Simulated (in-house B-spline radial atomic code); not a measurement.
Results of a calculation; reference values are marked as such.
# Br in an electron gas of r_s = 2: phase shifts, screening, friction and resistivity

A nucleus sits in a uniform electron gas with a rigid positive background. The Kohn-Sham equations are solved self-consistently in the spin-unpolarised LDA (PW92), non-relativistic, on B-splines with outgoing waves at the boundary and partial waves to l = 8. The model has no lattice, no bands and no magnetic solution. Atomic units; δ_l are the phase shifts at the Fermi level, counted so that each bound state adds π, and good to about 0.0005.

The density parameter is r_s = 2 bohr, near that of the valence electrons of Si (4 per atom, density 2.33 g/cm³, mass 28.09 u, which gives r_s = 2.01).

| l | δ_l (rad) |
| --- | --- |
| 0 | 10.7483 |
| 1 | 8.1882 |
| 2 | 3.7814 |
| 3 | 0.0850 |
| 4 | 0.0141 |
| 5 | 0.0029 |
| 6 | 0.0006 |
| 7 | 0.0003 |
| 8 | 0.0001 |

Bound levels below the band bottom (hartree): s -8.013, p -5.903, d -2.127, s -0.3995, p -0.01968 and deeper ones.

Problem. Check the Friedel sum rule, and say where the screening charge sits.

Solution. k_F = (9π/4)^(1/3)/r_s = 0.95958. The rule is Z = (2/π) Σ (2l + 1) δ_l. The terms are s 6.843, p 15.638, d 12.037, f 0.379 and 0.110 beyond, in all 35.006 against Z = 35. Bound states hold 8 s, 18 p, 10 d electrons, so the scattering states carry -0.99 in all; where a term is smaller than its bound count, the bound level has drawn weight out of the band.

Problem. Find the transport cross section and the electronic stopping of a 1 keV Br ion (mass 79.9 u).

Solution. σ_tr = (4π/k_F²) Σ (l + 1) sin²(δ_l − δ_(l+1)). The terms for l = 0 to 3 are 0.3017, 1.8190, 0.8325, 0.0201, all together 2.9739, so σ_tr = 13.647 × 2.9739 = 40.586 bohr². With n = 3/(4π r_s³) = 0.02984, the friction coefficient is Q = n k_F σ_tr = 1.1622. For v well below v_F = 0.960, dE/dx = Q v; with 24801 eV per u at v = 1, v = √(1000/(24801 × 79.9)) = 0.0225, so dE/dx = 0.02611 hartree/bohr = 13.4 eV/nm. The largest term couples the p and d waves.

Problem. What residual resistivity would 1 atomic per cent of such centres give in a metal of this density?

Solution. Δρ = k_F n_i σ_tr/n in atomic units of 21.74 μΩ·cm. With one host atom per 4 electrons, n_i/n = 0.01/4, so Δρ = 0.9596 × 0.00250 × 40.586 × 21.74 = 2.12 μΩ·cm. This is an atom added to the gas, as on an interstitial site.

Problem. On a substitutional site the background of one host ion, a sphere holding 4 charges, is taken out. The phase shifts for l = 0 to 4 become 10.3719, 7.7508, 3.1102, -0.0442, -0.0136. What follows?

Solution. The Friedel sum is now 31.01, for Z − 4 = 31. The sum in σ_tr is 2.2419, so σ_tr = 30.60 bohr² and Δρ = 1.60 μΩ·cm per atomic per cent, 0.75 times the value above. A real host ion scatters too, so this model doesn't give zero even for the host's own atom.
